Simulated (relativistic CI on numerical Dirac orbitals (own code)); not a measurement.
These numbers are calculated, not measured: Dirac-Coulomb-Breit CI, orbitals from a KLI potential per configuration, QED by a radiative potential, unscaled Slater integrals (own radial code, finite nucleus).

The strongest absorption lines from the ground level of an ion, among the configurations computed and to levels below about 323 eV (vacuum wavelength in Å, gf): 74.185 (1), 75.067 (0.76), 75.534 (0.74), 76.357 (0.56), 77.001 (0.58), 77.463 (0.7), 79.900 (0.22), 94.238 (0.16).

Task: Which ion is it?
A. Tc XXVI
B. Y XXIV
C. Tc XXVIII
D. Ag XXXII

Result: C. Tc XXVIII has 16 electrons and the ground level 3s²3p⁴ ³P2; the strongest line goes to 3s²3p³3d ¹F°3. The pattern of lines fixes the number of electrons, and along that sequence the line energies rise steadily with the charge (about as its square where n changes within one kind of shell, about linearly where n is kept but much faster in heavy ions where fine structure, which grows about as Z⁴, sets the gap, and irregularly where shells cross), which fixes Z. Configurations outside the model, such as inner-shell arrays, can give stronger lines. At this charge energies of transitions that change n are usually good to better than 1 %, and those within a shell (Δn = 0) to a few per cent.

LS names give the leading component of a level, which can be under half, so a name can repeat, a term be missing and a line seem to break the LS rules.
